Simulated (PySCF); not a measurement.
**Be⁺: excitation energy**

Be⁺ [He] 2s1 (2S) → Be⁺ [He] 2p1 (2P), as a difference of total energies. All numbers are calculated (PySCF 2.14, scalar relativity by spin-free X2C-1e, in aug-cc-pVTZ-DK (5s4p3d2f, 46 functions)). The calculations carry no spin-orbit coupling.

```
method  excitation energy (eV)  error (eV)
   UHF                   3.994      +0.035
   LDA                   3.505      -0.454
   PBE                   3.455      -0.504
  PBE0                   3.596      -0.363
r2SCAN                   3.536      -0.423
   M06                   3.309      -0.650
  MN15                   3.547      -0.412
  TPSS                   3.488      -0.471
 HSE06                   3.581      -0.378
```

Reference: 3.959 eV (measured; NIST levels, between the centres of gravity of the two terms).
